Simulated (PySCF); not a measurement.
Mayer bond orders and bond lengths

C6H12Cl2Si.
Numbering: `[CH3:1][CH2:2][Si@H:3]([CH2:4][Cl:5])[C:6]1([Cl:7])[CH2:8][CH2:9]1` (hydrogens: H10, H11, H12 on C1; H13, H14 on C2; H15 on Si3; H16, H17 on C4; H18, H19 on C8; H20, H21 on C9)

Cartesian coordinates in Å at the GFN2-xTB level; atoms count from 1:
```xyz
21
C6H12Cl2Si angstrom
C     -2.1306   -1.0726   -0.9321
C     -1.7128    0.3878   -0.7819
Si    -0.2749    0.6374    0.4353
C      0.2594    2.4725    0.4330
Cl    -1.0660    3.4428    1.1253
C      1.2325   -0.3744   -0.1218
Cl     1.7730    0.1242   -1.7371
C      1.3901   -1.8277    0.2027
C      2.3086   -0.8228    0.8201
H     -2.9717   -1.1614   -1.6167
H     -2.4270   -1.4906    0.0267
H     -1.3077   -1.6652   -1.3232
H     -2.5707    0.9756   -0.4526
H     -1.4306    0.7756   -1.7632
H     -0.6026    0.2308    1.8089
H      1.1371    2.6605    1.0457
H      0.4428    2.8642   -0.5644
H      1.7903   -2.4809   -0.5578
H      0.6302   -2.2854    0.8175
H      2.1903   -0.5813    1.8655
H      3.3314   -0.7923    0.4769
```

Bond orders from the PBE0/pcSseg-1 density (PySCF). One conformer (not necessarily the lowest) at the GFN2-xTB geometry, without solvent, vibrations or thermal averaging.

Task: Where do the orders between heavy atoms depart from those drawn in the SMILES?

Result: The largest departure is 0.278, at Si3–C6 (drawn single, 0.722). Drawn single, order below 0.88: Si3–C4 (0.855) and Si3–C6 (0.722).

Task: Set the Mayer orders of the bonds beside their lengths.

Result: 
```json
{"bond": "C1–C2", "drawn as": "single", "length (Å)": "1.526", "Mayer order": "1.056"}
{"bond": "C2–Si3", "drawn as": "single", "length (Å)": "1.900", "Mayer order": "0.957"}
{"bond": "Si3–C4", "drawn as": "single", "length (Å)": "1.911", "Mayer order": "0.855"}
{"bond": "C4–Cl5", "drawn as": "single", "length (Å)": "1.783", "Mayer order": "0.957"}
{"bond": "Si3–C6", "drawn as": "single", "length (Å)": "1.899", "Mayer order": "0.722"}
{"bond": "C6–Cl7", "drawn as": "single", "length (Å)": "1.775", "Mayer order": "1.027"}
{"bond": "C6–C8", "drawn as": "single", "length (Å)": "1.497", "Mayer order": "0.932"}
{"bond": "C8–C9", "drawn as": "single", "length (Å)": "1.495", "Mayer order": "0.969"}
{"bond": "C9–C6", "drawn as": "single", "length (Å)": "1.499", "Mayer order": "0.933"}
{"bond": "C1–H10", "drawn as": "single", "length (Å)": "1.088", "Mayer order": "0.967"}
{"bond": "C1–H11", "drawn as": "single", "length (Å)": "1.087", "Mayer order": "0.965"}
{"bond": "C1–H12", "drawn as": "single", "length (Å)": "1.087", "Mayer order": "0.963"}
{"bond": "C2–H13", "drawn as": "single", "length (Å)": "1.091", "Mayer order": "0.941"}
{"bond": "C2–H14", "drawn as": "single", "length (Å)": "1.092", "Mayer order": "0.930"}
{"bond": "Si3–H15", "drawn as": "single", "length (Å)": "1.470", "Mayer order": "0.958"}
{"bond": "C4–H16", "drawn as": "single", "length (Å)": "1.087", "Mayer order": "0.940"}
{"bond": "C4–H17", "drawn as": "single", "length (Å)": "1.087", "Mayer order": "0.927"}
{"bond": "C8–H18", "drawn as": "single", "length (Å)": "1.079", "Mayer order": "0.948"}
{"bond": "C8–H19", "drawn as": "single", "length (Å)": "1.079", "Mayer order": "0.950"}
{"bond": "C9–H20", "drawn as": "single", "length (Å)": "1.079", "Mayer order": "0.951"}
{"bond": "C9–H21", "drawn as": "single", "length (Å)": "1.079", "Mayer order": "0.947"}
```

By pair of heavy elements: C–C: lowest C6–C8 and C9–C6 (0.932, 1.497 Å), highest C1–C2 (1.056, 1.526 Å); in 3 of the 6 pairs the longer bond (by over 0.003 Å) has the higher order (by 0.02 or more). C–Si: lowest Si3–C6 (0.722, 1.899 Å), highest C2–Si3 (0.957, 1.900 Å); in 1 of the 3 pairs the longer bond (by over 0.003 Å) has the higher order (by 0.02 or more). C–Cl: lowest C4–Cl5 (0.957, 1.783 Å), highest C6–Cl7 (1.027, 1.775 Å). Bonds named together lie within 0.004.

Task: Sum the orders of all bonds at each heavy atom with more than one neighbour and set the sums beside the valence in the SMILES.

Result: C1 3.951 (drawn 4), C2 3.884 (drawn 4), Si3 3.492 (drawn 4), C4 3.679 (drawn 4), C6 3.614 (drawn 4), C8 3.799 (drawn 4), C9 3.800 (drawn 4). Orders between atoms that aren't bonded are not in these sums.

The Mayer order sums products of elements of PS (density times overlap matrix) between the two atoms' basis functions, so it depends on the basis set.

These values come from a run that also computed NMR shieldings. On an Arm Neoverse N1 with one thread, shared host, this took 1.7 min and 1.1 GiB of memory at its peak.
